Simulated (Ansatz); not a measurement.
`F[SiH2][GeH]([F])[Cl]` → `[Cl][GeH]` + `F[SiH2]F`  (germylene formation by 1,1-elimination)

Computed with Ansatz on PBE0-D4/def2-TZVP structures; ΔE is electronic, products minus reactants. CBS: MP2 limit from def2 TZ/QZ plus the TZ coupled-cluster correction, frozen cores. This one scheme is used for every species. Functionals use def2-TZVPP. For Ge outer-core shells are correlated without core-valence functions, which leaves a few kJ/mol of doubt a bond. Scalar relativity is left out up to krypton. Each species was taken in one conformer, which may not be the lowest.

```json
{"level": "PBE-D4", "ΔE (kJ/mol)": "34.1"}
{"level": "MP2/CBS(def2)", "ΔE (kJ/mol)": "26.9"}
```

Q: What does CCSD(T)/CBS give? (An estimate is asked.)

A: The calculation gave: +19.3 kJ/mol. The listed levels differ from it by 14.8, 7.6 kJ/mol.

Largest T1 diagnostic among the species: 0.013.

From PBE to PBE0 (25 % exact exchange), in def2-TZVPP and without D4, ΔE moves by +6.4 kJ/mol. The D4 term adds +14.0 kJ/mol with B3LYP and +7.8 kJ/mol with PBE0; it sums over pairs of atoms, weighted by their polarisabilities, and B3LYP, whose exchange is more repulsive, gets the larger term.

B3LYP here is the variant with VWN-RPA as its local correlation; programs differ in this.
